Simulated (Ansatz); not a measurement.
```yaml
crystal:
  periodic: [false, false, false]
  atoms:
    - {symbol: Fe, position_ang: [0.000019, 0.000027, -0.000119]}
    - {symbol: F, position_ang: [1.748877, -0.026936, 0.023907]}
    - {symbol: F, position_ang: [-0.851156, 1.528141, -0.013619]}
    - {symbol: F, position_ang: [-0.897729, -1.501232, -0.010169]}
basis:
  gaussian: {orbitals: 6-31G}
magnetization: {spin_polarized: true, initial_magnetization: 5}
hamiltonian: {xc: {name: PBE1PBE}}
output: {forces: true}
```

```sh
$ ansatz run in.yaml --threads 2 --pin off --events-out ev --progress --plain --max-ram 4352MiB
```

It prints (some lines left out):

```
Error: YAML parse error: error: line 11 column 19: hamiltonian.xc: no functional is named "PBE1PBE"; the names, which are not case-sensitive, are SVWN5, SPW92, PBE, PBE0, PBEsol, revPBE, revPBE0, RPBE, rPW86-PBE, HSE06, wPBEh, LC-wPBE, HISS, HF, BLYP, B3LYP, B3LYP5, BHLYP, CAM-B3LYP, r2SCAN, r2SCANh, r2SCAN0, r2SCAN50, m-r2SCAN, B97, wB97, wB97X, wB97X-V, B97M-V, wB97M-V, B2PLYP, B2GP-PLYP, PBE0-DH, PBE-QIDH
 9 |   gaussian: {orbitals: 6-31G}
10 | magnetization: {spin_polarized: true, initial_magnetization: 5}
11 | hamiltonian: {xc: {name: PBE1PBE}}
12 | output: {forces: true}
```

Task: What is wrong with this run?

Result: The method's name isn't one that the program takes here. The program refused the input.
